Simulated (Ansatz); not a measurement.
B2FH4NSi, SMILES `NB1[SiH2]B1F`, relaxed with RKS PBE0-D4/def2-TZVP in the Gaussian-basis code of Ansatz from a PBE-D4/def2-SVP geometry. The force threshold is 0.005 eV/Å; the program also tests the step.

Charge 0, multiplicity 1.

Start:

```xyz
9

N     1.116    0.725   -1.188
B    -0.103    0.426   -0.605
Si   -0.317   -0.658    1.294
B    -1.473   -0.328   -0.274
F    -2.795   -0.096   -0.298
H     1.296    0.574   -2.185
H     1.919    1.097   -0.677
H    -0.673   -0.419    2.743
H     1.031   -1.321    1.190
```

```json
{"step": "1", "energy (eV)": "-13495.2346", "largest force (eV/Å)": "0.535", "largest move (Å)": "0.000"}
{"step": "2", "energy (eV)": "-13495.2650", "largest force (eV/Å)": "0.154", "largest move (Å)": "0.029"}
{"step": "3", "energy (eV)": "-13495.2673", "largest force (eV/Å)": "0.063", "largest move (Å)": "0.035"}
{"step": "4", "energy (eV)": "-13495.2685", "largest force (eV/Å)": "0.041", "largest move (Å)": "0.035"}
{"step": "5", "energy (eV)": "-13495.2688", "largest force (eV/Å)": "0.031", "largest move (Å)": "0.004"}
{"step": "6", "energy (eV)": "-13495.2700", "largest force (eV/Å)": "0.073", "largest move (Å)": "0.023"}
{"step": "7", "energy (eV)": "-13495.2708", "largest force (eV/Å)": "0.085", "largest move (Å)": "0.023"}
{"step": "8 (rejected)", "energy (eV)": "-13495.2706", "largest force (eV/Å)": "0.073", "largest move (Å)": "0.011"}
{"step": "9", "energy (eV)": "-13495.2712", "largest force (eV/Å)": "0.026", "largest move (Å)": "0.005"}
{"step": "10", "energy (eV)": "-13495.2713", "largest force (eV/Å)": "0.028", "largest move (Å)": "0.023"}
{"step": "11", "energy (eV)": "-13495.2713", "largest force (eV/Å)": "0.018", "largest move (Å)": "0.006"}
{"step": "12", "energy (eV)": "-13495.2714", "largest force (eV/Å)": "0.008", "largest move (Å)": "0.004"}
{"step": "13", "energy (eV)": "-13495.2714", "largest force (eV/Å)": "0.004", "largest move (Å)": "0.001"}
```

End:

```xyz
9

N     1.111    0.720   -1.192
B    -0.081    0.374   -0.615
Si   -0.349   -0.653    1.329
B    -1.449   -0.343   -0.232
F    -2.745   -0.052   -0.343
H     1.311    0.540   -2.164
H     1.865    1.164   -0.696
H    -0.639   -0.449    2.777
H     0.975   -1.301    1.136
```

Run time 48 s (2 threads of an AMD EPYC 7R43 on a shared host); peak host memory 0.43 GiB.
